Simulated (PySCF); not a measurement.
CH5ClO2Si. Atoms are numbered in the order given.

```xyz
10

C      1.9592    -0.2778     0.1140
Si     0.1923     0.0808    -0.2996
O     -0.4128    -0.8459    -1.5358
O      0.0931     1.6748    -0.7155
Cl    -1.0060    -0.3221     1.3709
H      2.5924    -0.1369    -0.7762
H      2.3138     0.4010     0.9046
H      2.0751    -1.3138     0.4665
H     -1.0239    -1.5513    -1.2949
H     -0.7452     1.9791    -1.0838
```
Charge 0, spin multiplicity 1.

Coordinates come from a B3LYP-D3(BJ)/def2-SVP optimisation. The values are those of a single conformer.

Method: TDA-PBE/def2-SVPD run with PySCF.

Vertical excitations. Gas-phase values at a fixed geometry.

Task: Estimate the UV-visible absorptions. (Estimate from the structure and the level; the computed values follow.)

Result: 
| state | energy (eV) | λ (nm) | f | main pairs |
|---|---|---|---|---|
| S1 | 6.80 | 182 | 0.020 | HOMO→LUMO 96 % |
| S2 | 6.95 | 178 | 0.056 | HOMO−1→LUMO 96 % |
| S3 | 7.05 | 176 | 0.060 | HOMO−2→LUMO 95 % |
| S4 | 7.61 | 163 | 0.019 | HOMO−3→LUMO 85 %, HOMO→LUMO+1 15 % |
| S5 | 7.77 | 160 | 0.024 | HOMO→LUMO+1 46 %, HOMO−1→LUMO+1 43 %, HOMO−3→LUMO 7 % |
| S6 | 7.81 | 159 | 0.014 | HOMO−1→LUMO+1 53 %, HOMO→LUMO+1 32 % |
| S7 | 7.91 | 157 | 0.004 | HOMO−2→LUMO+1 89 % |
| S8 | 7.97 | 156 | 0.015 | HOMO−4→LUMO 54 %, HOMO→LUMO+2 40 % |
| S9 | 8.07 | 154 | 0.047 | HOMO−4→LUMO 39 %, HOMO→LUMO+2 37 %, HOMO−1→LUMO+2 8 % |
| S10 | 8.16 | 152 | 0.016 | HOMO−2→LUMO+2 86 % |
| T1 | 6.64 | 187 | 0 | HOMO→LUMO 98 % |
| T2 | 6.80 | 182 | 0 | HOMO−1→LUMO 99 % |
| T3 | 6.84 | 181 | 0 | HOMO−2→LUMO 98 % |
| T4 | 7.41 | 167 | 0 | HOMO−3→LUMO 66 %, HOMO→LUMO+1 32 % |
Triplets are in the Tamm–Dancoff approximation.
